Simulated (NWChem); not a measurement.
## Total energies of H2As

```xyz
3

As     0.0000     0.0000    -0.0614
H     -1.0888     0.0000     1.0131
H      1.0888     0.0000     1.0131
```
Charge 0, spin multiplicity 2.

All runs are NWChem calculations. Structure: optimised with UPBE0/def2-SVP, a minimum by its harmonic frequencies.

Basis set: 6-31G* (36 functions).

| method | total energy (Ha) |
|---|---|
| UHF | -2235.04101 |
| UMP2 | -2235.27713 |
| UB2PLYP | -2236.35695 |
| UPBE | -2236.40120 |
| UB3LYP | -2236.78833 |
| UPBE0 | -2236.46844 |

Total energies of different functionals aren't comparable as a measure of quality: only differences taken within one method are. 

The Hamiltonian is non-relativistic. The correlated methods keep 9 core orbitals frozen. B3LYP has NWChem's definition, with VWN1-RPA local correlation. The Pople sets run with spherical d functions. The structure started from a generated list of species. The unpaired electrons of the parent sit in orbitals of symmetry b2 (C2v labels of the run); other states weren't searched. No SCF solution was tested for a lower state. Open-shell Hartree-Fock references start from PBE0 orbitals.
